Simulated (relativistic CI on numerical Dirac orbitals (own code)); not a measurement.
# Calculated levels, Sn²⁸⁺

Computed by Dirac-Coulomb-Breit CI, separate exchange-only KLI orbitals for each configuration, QED by a radiative potential, unscaled Slater integrals (own radial code, finite nucleus).

Configurations in the expansion (outside the closed core [Ne]): 3s²3p⁶3d⁴, 3s²3p⁵3d⁵, 3s3p⁶3d⁵, 3s²3p⁶3d³4s, 3s²3p⁶3d³4p, 3s²3p⁶3d³4d, 3s²3p⁵3d⁴4s, 3s²3p⁶3d³4f, 3s3p⁶3d⁴4s, 3s²3p⁶3d²4s4p, 3s²3p⁶3d³5s, 3p⁶3d⁶, 3p⁵3d⁷, 3p⁵3d⁶4s, 3s²3p⁶3d²4s², 3s²3p⁶3d4s²4p, 3s²3p⁶3d4s²4d, 3p⁶3d⁵4s, 3p⁵3d⁵4s². Double excitations out of closed p, d and f shells are left out; levels of such configurations are missing from the list, as are those of other unlisted configurations, and high levels can miss mixing partners.

The lowest level is 3s²3p⁶3d⁴ ⁵D0, with 53 % of that term; Hund's rules for 3s²3p⁶3d⁴ give ⁵D with J = 0, in agreement.

```
No.  Configuration  Term  J   E (eV)   %  Next component (%)  Landé g
  1      3s²3p⁶3d⁴    ⁵D  0   0.0000  53               41 ³P         
  2      3s²3p⁶3d⁴    ⁵D  1   5.4021  79               20 ³P    1.495
  3      3s²3p⁶3d⁴    ⁵D  2   9.2884  87                5 ³P    1.449
  4      3s²3p⁶3d⁴    ⁵D  3  11.8208  77               12 ³F    1.409
  5      3s²3p⁶3d⁴    ⁵D  4  12.5281  45               30 ³F    1.281
  6      3s²3p⁶3d⁴    ⁵D  0  17.8893  45               38 ³P         
  7      3s²3p⁶3d⁴    ³H  4  18.8022  50               31 ⁵D    1.057
  8      3s²3p⁶3d⁴    ³G  3  21.8211  62               18 ³F    0.926
  9      3s²3p⁶3d⁴    ³F  2  22.4284  59               19 ¹D    0.868
 10      3s²3p⁶3d⁴    ³H  5  23.0954  74               26 ³G    1.072
 11      3s²3p⁶3d⁴    ³P  1  23.9906  69               17 ³D    1.329
 12      3s²3p⁶3d⁴    ³H  6  24.7047  67               33 ¹I    1.107
 13      3s²3p⁶3d⁴    ³G  4  27.1782  66               24 ¹G    1.026
 14      3s²3p⁶3d⁴    ³D  2  28.1817  46               38 ³P    1.211
 15      3s²3p⁶3d⁴    ³D  3  29.0666  44               40 ³F    1.179
 16      3s²3p⁶3d⁴    ³F  4  29.7915  43               23 ³H    1.153
 17      3s²3p⁶3d⁴    ³F  3  32.6336  42               27 ³G    1.079
 18      3s²3p⁶3d⁴    ³P  2  33.8750  36               34 ¹D    1.122
 19      3s²3p⁶3d⁴    ³G  5  34.5343  74               26 ³H    1.153
 20      3s²3p⁶3d⁴    ¹I  6  35.6622  67               33 ³H    1.051
 21      3s²3p⁶3d⁴    ³D  1  35.8912  81               14 ³P    0.688
 22      3s²3p⁶3d⁴    ³F  4  39.5204  48               38 ¹G    1.107
 23      3s²3p⁶3d⁴    ¹S  0  39.9775  69               30 ³P         
 24      3s²3p⁶3d⁴    ³P  2  40.7381  49               21 ³D    1.216
 25      3s²3p⁶3d⁴    ¹F  3  42.3626  56               25 ³D    1.068
 26      3s²3p⁶3d⁴    ³P  2  44.3315  54               31 ³F    1.169
 27      3s²3p⁶3d⁴    ³F  4  48.2438  52               36 ¹G    1.133
 28      3s²3p⁶3d⁴    ³F  3  50.1219  75               23 ¹F    1.065
 29      3s²3p⁶3d⁴    ³F  2  50.4816  43               36 ¹D    0.935
 30      3s²3p⁶3d⁴    ³P  1  50.9070  97                2 ³D    1.473
```

Energies count from the lowest computed level.

The mean weight of the leading LS term, summed over parents, in these 30 levels is 60 %, and that of the leading jj configuration (from the same eigenvectors) 73 %, so jj coupling describes them better and the LS labels are nominal.

At this charge energies of transitions that change n are usually good to better than 1 %, and those within a shell (Δn = 0) to a few per cent. Terms inside the open d or f shell come out 10 to 20 % too wide with unscaled integrals.

LS names give the leading component of a level, which can be under half, so a name can repeat, a term be missing and a line seem to break the LS rules.
